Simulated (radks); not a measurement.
The numbers below are computed, except where a source is named.
Q: Ionisation of Zr+, [Kr] 4d2 5s1, to Zr2+, [Kr] 4d2, under several functionals. Scalar-relativistic Kohn-Sham, spin-polarised, spherical densities, point nucleus; open shells are filled with parallel spins first (spin-orbit coupling, left out, can overturn this in heavy ions); a radial shooting solver on a logarithmic mesh with Libxc functionals. The NIST Atomic Spectra Database gives 13.130 eV (measured). Rank these functionals by the error of their Delta-SCF ionisation energy: PW91; exchange-only B88; PBEsol; B86b exchange with PBE correlation; exchange-only LDA; HCTH/407; PBE.

A: From best to worst: exchange-only LDA 13.138 eV (+0.008); exchange-only B88 13.178 eV (+0.048); HCTH/407 13.208 eV (+0.078); PBE 13.461 eV (+0.331); PBEsol 13.483 eV (+0.353); B86b exchange with PBE correlation 13.488 eV (+0.358); PW91 13.532 eV (+0.402). Open shells are spherical and high-spin; term and fine-structure splittings are not resolved.
